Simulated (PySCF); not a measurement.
## Two-component Hartree-Fock for Sm(23+) (samarium, charge +23)

Start: [Kr] 4d3; 4d3/2 filled at m_j = -1/2, +1/2, +3/2. Calculated with PySCF 2.14 in an even-tempered Gaussian basis (17 s from 1.7 bohr⁻², ratio 2.8; 14 p from 2.2 bohr⁻², ratio 2.8; 9 d from 2.2 bohr⁻², ratio 2.8; 4 f from 8.4 bohr⁻², ratio 3): generalised Hartree-Fock with the X2C-1e Hamiltonian and a Gaussian nucleus; spin-orbit coupling (SO) screened by Boettger's factors.

```csv
spinor shell,electrons,"ε, screened SO (eV)",weight of nominal j (screened SO),"rms radius, screened SO (bohr)"
1s1/2,2,-47752.8,1.000,0.0259
2s1/2,2,-8500.0,1.000,0.105
2p1/2,2,-8079.4,1.000,0.0900
3s1/2,2,-2431.2,1.000,0.271
3p1/2,2,-2250.9,1.000,0.261
3p3/2,4,-2122.6,1.000,0.274
3d3/2,4,-1815.0,0.998,0.245
3d5/2,6,-1784.0,0.998,0.249
4s1/2,2,-970.55,1.000,0.574
4p1/2,2,-897.84,0.985,0.584
4p3/2,4,-854.00,0.992,0.608
4d3/2,3,-742.71,0.942,0.613
```

Where does 2p3/2 lie, and what is the 2p spin-orbit splitting (screened SO)?

At -7469.6 eV, 609.81 eV above 2p1/2.

```json
{"quantity": "E (hartree)", "screened SO": "-10195.19104"}
{"quantity": "M_J", "screened SO": "3/2"}
{"quantity": "⟨J²⟩", "screened SO": "4.207"}
{"quantity": "⟨L²⟩", "screened SO": "9.533"}
{"quantity": "⟨S²⟩", "screened SO": "2.644"}
```

The determinant has a definite M_J but mixes levels of different J.

Each row is a mean over spinors that exchange with the open shell spreads, by up to 9.274 eV (4p1/2).

Breit and QED terms are absent; they matter most for the inner s and p1/2 levels.

Densities and radii are taken from the X2C orbitals without a picture-change correction, which distorts them close to the nucleus.
